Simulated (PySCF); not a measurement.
H₂Te: one-bond stretch

All numbers come from PBE0 in PySCF with Te x2c-TZVPall, H x2c-TZVPall; spin-free X2C, no spin–orbit coupling; density-fitted integrals.

Rigid scan from the singlet minimum (Te–H 1.657 Å (×2); H–Te–H 90.1°). Coordinate: the bond from Te to the last atom (H) scaled, the rest fixed. Energies in kJ/mol from the minimum.

```csv
scale of one bond,E (kJ/mol),dipole size (D)
0.92,17.7,0.33
0.96,3.9,0.28
1.00,0.0,0.24
1.05,5.2,0.19
1.12,25.2,0.18
1.20,58.8,0.22
1.35,133.5,0.39
1.55,230.4,–
1.80,328.0,–
2.20,428.5,–
```

At long bonds a restricted determinant can lie too high, and another spin state can fall below this curve.

Other isomers or separated fragments may lie lower.
